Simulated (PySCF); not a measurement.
## Cl2Ga, SMILES `[Cl][Ga][Cl]` (charge 0, multiplicity 2)

Calculation: PBE-D3(BJ)/def2-TZVP // PBE0-D3(BJ)/def2-TZVP run with PySCF.

```
Quantity                                                 Value
-----------------------------  -------------------------------
highest occupied spin orbital                         -5.98 eV
dipole moment                                           1.55 D
total energy                                      -77408.24 eV
cost                           around 2.5 core-minutes (rough)
```

Bonded distances (Å): Cl1–Ga2 2.159, Ga2–Cl3 2.159. Angles (°): Cl1–Ga2–Cl3 118.8.
Charge 0, spin multiplicity 2.
